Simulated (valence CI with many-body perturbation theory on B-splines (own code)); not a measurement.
Values are calculated unless marked as measured or tabulated.
## Hg XVI: input, log and results

The program does CI of the valence electrons with many-body perturbation theory for a frozen closed Dirac-Fock core.

Command, and the settings that its task file holds:

```sh
python run_cv.py task.json out
```

```
atom Hg  Z=80  mass_number=202  rms_radius_fm=5.4648
core [Kr] 4d10 4f14 5s1
valence 5s2 5p3
avg = 1
basis = S
breit = 1
cap = 10000
capref = 1200
cscale = 1
de = 0.0
dress = 0
eps = 2e-08
extrap = 1
h = 0.27
hh = 1
l2 = 3
lcore = 6
maxit = 60
n2 = 5
natural = 1
nlev = 21
nno = [3, 3, 3, 2, 1]
nroot = 26
nsp = [3, 3, 2, 1, 0]
pt2 = 1
qed = 1
rpa = 1
s1 = 1
s2 = 1
s3 = 1
screen = 1
tol = 2e-05
whole = 1
```

Question: What became of the run, and why?

Answer: It gave no result: the perturbation theory needs a core of closed shells. The program said: "the core must hold closed shells only".
